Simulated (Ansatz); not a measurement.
C4H6N2O2Si⁺, that is Si(NCO)2Me2 with one electron fewer. Charge 1, multiplicity 2. Geometry PBE-D4/def2-SVP, that of the neutral singlet; atoms count from 1.

| atom | x (Å) | y (Å) | z (Å) |
| --- | --- | --- | --- |
| Si1 | -0.0532 | -0.0625 | -0.0636 |
| N2 | -0.3748 | 0.2001 | 1.6224 |
| C3 | -0.4946 | 0.4533 | 2.7987 |
| O4 | -0.6266 | 0.6909 | 3.9497 |
| N5 | 1.3172 | 0.9154 | -0.4888 |
| C6 | 2.2669 | 1.6418 | -0.6688 |
| O7 | 3.1970 | 2.3464 | -0.8618 |
| C8 | -1.5322 | 0.5076 | -1.0551 |
| H9 | -1.3457 | 0.3834 | -2.1411 |
| H10 | -1.7452 | 1.5774 | -0.8598 |
| H11 | -2.4330 | -0.0805 | -0.7863 |
| C12 | 0.3871 | -1.8613 | -0.3210 |
| H13 | -0.4581 | -2.5162 | -0.0269 |
| H14 | 1.2697 | -2.1392 | 0.2887 |
| H15 | 0.6255 | -2.0565 | -1.3862 |

Q: Estimate the Mulliken populations from the PBE0/def2-TZVP orbitals of Ansatz.

A: 
| atom | charge (e) | spin (α − β) |
| --- | --- | --- |
| Si1 | 0.36 | -0.01 |
| N2 | -0.17 | 0.21 |
| C3 | 0.39 | -0.05 |
| O4 | -0.10 | 0.15 |
| N5 | -0.17 | 0.21 |
| C6 | 0.39 | -0.05 |
| O7 | -0.10 | 0.15 |
| C8 | -0.40 | 0.19 |
| H9 | 0.20 | 0.00 |
| H10 | 0.20 | 0.00 |
| H11 | 0.20 | 0.00 |
| C12 | -0.40 | 0.19 |
| H13 | 0.20 | 0.00 |
| H14 | 0.20 | 0.00 |
| H15 | 0.20 | 0.00 |
Mulliken values depend strongly on the basis.

Q: Where does the spin sit?

A: Summed by element: Si -0.01, N 0.42, C 0.27, O 0.31, H 0.01, of 1 unpaired in all. Largest on single atoms: N5 0.21, N2 0.21, C12 0.19.

Q: And the Mayer bond orders between heavy atoms (over 0.3)?

A: Si1–N2 1.09 (1.74 Å); Si1–N5 1.09 (1.74 Å); Si1–C8 0.96 (1.87 Å); Si1–C12 0.96 (1.87 Å); N2–C3 1.92 (1.21 Å); C3–O4 2.14 (1.18 Å); N5–C6 1.92 (1.21 Å); C6–O7 2.14 (1.18 Å).
